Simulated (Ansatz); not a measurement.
Consider the redistribution: `BNBN[SiH3]` + `BO` → `BNB` + `OBN[SiH3]`.

Computed with Ansatz on PBE0-D4/def2-TZVP structures; ΔE is electronic, products minus reactants. CBS: MP2 limit from def2 TZ/QZ plus the TZ coupled-cluster correction, frozen cores. This one scheme is used for every species. Functionals use def2-TZVPP. One conformer a species, not always the lowest.

`BNBN[SiH3]`:

```xyz
13

B     0.623   -0.096   -1.800
N    -0.654   -0.511   -1.397
B    -1.172   -0.761   -0.072
N    -0.562   -0.302    1.113
Si    0.726    0.820    1.463
H     1.464    0.122   -0.978
H     0.873    0.013   -2.965
H    -1.295   -0.752   -2.139
H    -2.191   -1.389    0.016
H    -1.047   -0.608    1.944
H     0.664    1.997    0.564
H     0.495    1.256    2.867
H     2.077    0.210    1.385
```

`BO`:

Z-matrix (Å, degrees):
```
B
O 1 1.348
H 1 1.196 2 116.8
H 1 1.202 2 120.7 3 -180.0
H 2 0.961 1 113.5 3 180.0
```

`BNB`:

Z-matrix (Å, degrees):
```
B
N 1 1.417
H 1 1.197 2 119.5
H 1 1.194 2 118.5 3 180.0
B 2 1.417 1 125.8 3 -180.0
H 2 1.011 1 117.1 3 0.0
H 5 1.197 2 119.4 1 -180.0
H 5 1.194 2 118.5 1 -0.0
```

`OBN[SiH3]`:

```xyz
10

O    -0.093    1.752    0.417
B     0.879    0.804    0.587
N     0.597   -0.498    0.126
Si   -0.881   -1.008   -0.641
H     0.154    2.615    0.749
H     1.929    1.071    1.107
H     1.316   -1.192    0.253
H    -1.124   -0.271   -1.907
H    -2.053   -0.819    0.250
H    -0.725   -2.455   -0.941
```

```tsv
level	ΔE (kJ/mol)
B2PLYP	-15.4
r2SCAN	-13.4
HF/CBS(def2)	-27.1
MP2/CBS(def2)	-13.7
```

Q: What does CCSD(T)/CBS give? (An estimate is asked.)

A: Computed: -12.2 kJ/mol. The listed levels differ from it by -3.2, -1.2, -14.9, -1.5 kJ/mol.

Largest T1 diagnostic among the species: 0.014.

In def2-TZVPP, CCSD(T) changes the Hartree–Fock value by +15.2 kJ/mol (the triples alone add +2.5 kJ/mol) and MP2 by +13.7 kJ/mol. From PBE to PBE0 (25 % exact exchange), in def2-TZVPP and without D4, ΔE moves by −3.3 kJ/mol. The D4 term adds +6.0 kJ/mol with B3LYP and +3.5 kJ/mol with PBE0; it sums over pairs of atoms, weighted by their polarisabilities, and B3LYP, whose exchange is more repulsive, gets the larger term.

B3LYP here is the variant with VWN-RPA as its local correlation; programs differ in this.
